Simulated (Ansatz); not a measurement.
`C[N](C)[Ga]([Br])[Br]` + H–F → `C[N](C)[Ga]([F])[Br]` + HBr at 298.15 K and 1 bar (ligand exchange at a Ga–Br bond).

Calculated with Ansatz (gas phase, PBE0-D4/def2-TZVP geometries, no zero-point term in ΔE). CBS: MP2 limit from def2 TZ/QZ plus the TZ coupled-cluster correction, frozen cores. This one scheme is used for every species. For Br, Ga outer-core shells are correlated without core-valence functions, which leaves a few kJ/mol of doubt a bond. Scalar relativity is left out up to krypton. One conformer a species, not always the lowest.

```tsv
species	CCSD(T)/CBS energy (Eh)	H − E (kJ/mol)	S (J/(mol·K))
`C[N](C)[Ga]([Br])[Br]`	-7205.12527	248.3	419.4
H–F	-100.39570	33.5	173.6
`C[N](C)[Ga]([F])[Br]`	-4731.58119	250.0	404.9
HBr	-2573.91920	24.6	198.6
```

H − E and S are ideal-gas, rigid-rotor, harmonic terms from PBE0-D4/def2-TZVP, for one conformer and one mirror image of each species. 1 Eh = 2625.50 kJ/mol, R = 8.31446 J/(mol·K).

Q: By hand: ΔE, ΔH, ΔS and ΔG.

A: ΔE = (-4731.58119) + (-2573.91920) − (-7205.12527) − (-100.39570) = 0.02058 Eh = 54.0 kJ/mol. Δ(H − E) = 250.0 + 24.6 − 248.3 − 33.5 = -7.2, so ΔH = 46.8 kJ/mol. ΔS = 404.9 + 198.6 − 419.4 − 173.6 = 10.5 J/(mol·K). ΔG = 46.8 − 298.15 × (10.5)/1000 = 43.7 kJ/mol.

Q: By hand: the equilibrium constant, and the temperature at which ΔG would vanish if ΔH and ΔS stayed fixed.

A: log₁₀ K = −ΔG/(RT ln 10) = -7.7. ΔG = 0 at ΔH/ΔS = 4457 K, far beyond where these terms or the molecules hold.

The number of gas molecules stays the same, so ΔS is small and ΔH decides. A doubt of 5 kJ/mol in ΔE shifts log₁₀ K by 0.9 here. Other conformers and mirror images would add mixing entropy, several J/(mol·K) or more a flexible species. These are equilibria of isolated gas molecules and say nothing of rates. Largest T1 diagnostic: 0.012 (customary marks: 0.02 for closed shells, 0.045 for open ones).
